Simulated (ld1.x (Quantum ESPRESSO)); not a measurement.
# Before and after: TM potential for Ir (Z = 77)

* Element: iridium (Ir)
* Generator: ld1.x (Quantum ESPRESSO) 7.5
* Type: norm-conserving Troullier–Martins (Kleinman–Bylander form)
* Functional: LDA (PZ)
* Relativity: fully relativistic
* Frozen core: [Xe] 4f14
* Valence charge: 9
* Reference configuration: 5d7 6s0 6p0 (charge +2)
* Partial waves: 6s (bound, empty): rc 1.75 bohr; 6p (bound, empty): rc 2.25 bohr; 5d (bound): rc 2.25 bohr
* Local potential: all-electron potential smoothed inside 1.90 bohr (lloc = -1)
* Core correction: Bessel-smoothed model core inside 1.80 bohr

Open shells are filled in proportion to 2j + 1 (rel_dist='average').

All-electron outer shells of the reference configuration (LDA (PZ), scalar-relativistic, ld1.x):

```csv
shell,level (eV),outermost node (bohr),outermost maximum (bohr)
5p,-72.73,0.54,1.01
5d,-24.71,0.59,1.29
6s,-21.88,1.16,2.24
6p,-14.26,1.37,2.80
```

Change: local potential the d channel.

Cutoffs: the cutoffs (Ry, on a coarse ladder) from which the occupation-weighted sum of valence levels, in a spherical-Bessel basis at the reference potential, stays within 10 and 1 mRy of its value at 400 Ry; they do not see the model core or the augmentation charge, which bear on the density cutoff. Errors are all-electron minus pseudo energies relative to the spin-unpolarised reference configuration.

Question: How do hardness, ghosts and transferability respond?

Answer: The potential gets neither clearly harder nor softer (35 Ry and 45 Ry → 35 Ry and 40 Ry); both files keep a bound ghost (p, s); the miss of the reference levels goes from 0.00 to 0.81 eV; of the 6 tests that both files solve, the error grows in 2 and shrinks in 2 by more than 15 % and 0.3 meV (median size 42.6 → 42.5 meV). In the changed file the local d channel has no projectors, so it cannot carry the spin–orbit splitting, and the file is wrong for that shell.

| quantity | base | changed |
| --- | --- | --- |
| cutoff, loose | 35 Ry | 35 Ry |
| cutoff, tight | 45 Ry | 40 Ry |
| bound ghosts | s, p3/2, p1/2 | s, p3/2, p1/2 |
| largest miss of a reference level, eV | 0.00 | 0.81 |
| tests counted (converged, no solver errors) | 6 of 7 | 6 of 7 |
| error for 5d7 6s2 6p0, meV [ΔE -28.04 eV] | -27 | -25 |
| error for 5d7 6s1 6p0, meV [ΔE -17.85 eV] | -7.4 | -7.1 |
| error for 5d6 6s0 6p0, meV [ΔE 30.84 eV] | -71 | -55 |
| error for 5d6 6s2 6p0, meV [ΔE -15.62 eV] | -50 | -31 |
| error for 5d8 6s0 6p0, meV [ΔE -19.02 eV] | -35 | -54 |
| error for 5d8 6s1 6p0, meV [ΔE -28.34 eV] | -53 | -70 |
| s: phases at 2.46 bohr within 0.05 rad from the reference energy up to (Ry; the scan ends near 5) | to the end of the scan | to the end of the scan |
| p1/2: phases at 2.46 bohr within 0.05 rad from the reference energy up to (Ry; the scan ends near 5) | -0.8 | -1.1 |
| p3/2: phases at 2.46 bohr within 0.05 rad from the reference energy up to (Ry; the scan ends near 5) | -1.0 | -0.6 |
| d3/2: phases at 2.46 bohr within 0.05 rad from the reference energy up to (Ry; the scan ends near 5) | 1.5 | n/a |
| d5/2: phases at 2.46 bohr within 0.05 rad from the reference energy up to (Ry; the scan ends near 5) | 1.8 | n/a |

Base: Tests not counted: 5d7 6s1 6p1 (solver errors, printed error -621 meV). These tests converged, but a pseudo level misses the all-electron one widely, so the file describes the atom poorly there or has found another state: 5d6 6s0 6p0: empty 6p by 5.1 eV. Changed file: Tests not counted: 5d7 6s1 6p1 (solver errors, printed error -341 meV). A true bound ghost makes a file unfit for plane-wave use even where its test errors are small: the radial tests pick states by their node count and pass the ghost by.
